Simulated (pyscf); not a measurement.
**`[NH2][Si]([NH2])[NH2]`, doublet**

Gas-phase minimum from PySCF at ωB97X-D3(BJ)/def2-SVP, one conformer. Other isomers of H₂N–Si•(NH₂)–NH₂ were not searched in full and may lie lower. 

```
Si
N 1 1.7440
H 2 1.0146 1 120.35
H 2 1.0163 3 111.04 1 141.56
N 1 1.7442 2 107.54 3 -94.61
H 5 1.0146 1 120.31 2 149.73
H 5 1.0163 6 111.03 1 141.43
N 1 1.7443 2 107.51 3 149.82
H 8 1.0147 1 120.25 2 -94.64
H 8 1.0163 9 111.01 1 141.29
```
Charge 0, spin multiplicity 2.

Properties at ωB97X-D3(BJ)/def2-SVP:

Harmonic wavenumbers, unscaled: 156, 157, 272, 273, 324, 387, 404, 405, 436, 749, 796, 797, 824, 888, 889, 1542, 1542, 1545, 3604, 3604, 3604, 3706, 3706, 3707 cm⁻¹
Zero-point energy: 49.1 kcal/mol
Rotational symmetry number: 3
Entropy of this conformer at 298 K and 1 atm, rigid rotor and harmonic oscillator, modes under 100 cm⁻¹ raised to 100: 325.8 J/(mol K)
Dipole moment: 0.55 D
Spin expectation value S2: 0.753

Single-point totals, which compare only within one level:

```json
[
 {"level": "ωB97X-D3(BJ)/def2-TZVP", "total energy (hartree)": "-457.56650"},
 {"level": "PBE/def2-TZVP", "total energy (hartree)": "-457.13822"},
 {"level": "r²SCAN/def2-TZVP", "total energy (hartree)": "-457.37342"},
 {"level": "B3LYP-D3(BJ)/def2-TZVP", "total energy (hartree)": "-457.52647"},
 {"level": "PBE0-D3(BJ)/def2-TZVP", "total energy (hartree)": "-457.18108"},
 {"level": "M06-2X/def2-TZVP", "total energy (hartree)": "-457.39855"},
 {"level": "ωB97M-D3(BJ)/def2-TZVP", "total energy (hartree)": "-457.57247"}
]
```

Soft torsions are taken as harmonic, which can shift the entropy by several J/(mol K).
